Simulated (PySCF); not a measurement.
C2H6N2OSi, SMILES C[Si@@H](N)N=C=O.

The structure is a stationary point at B3LYP-D3(BJ)/def2-SVP. The structure was generated by enumeration; whether it is a known compound was not checked. One conformer was computed; it need not be the lowest.

These are SMD-M06-2X/def2-SVP run with PySCF values and carry that method's errors.

Solvation free energies are E(SMD) − E(gas) at the gas-phase geometry, for 1 M in both phases. In vacuum the dipole moment is 2.76 D.

```
solvent            ΔG(solv) (kcal/mol)  its non-electrostatic (CDS) part  dipole (D)
-----------------  -------------------  --------------------------------  ----------
water                              1.0                               7.7        3.53
dimethylsulfoxide                  [?]                               [?]         [?]
methanol                          -1.6                               4.9        3.51
```

Question: What belongs in the gaps? (The exact figures need the calculation; the answer reports its results.)

Answer: 
- dimethylsulfoxide, ΔG(solv) (kcal/mol): -3.0
- dimethylsulfoxide, its non-electrostatic (CDS) part: 2.2
- dimethylsulfoxide, dipole (D): 3.23
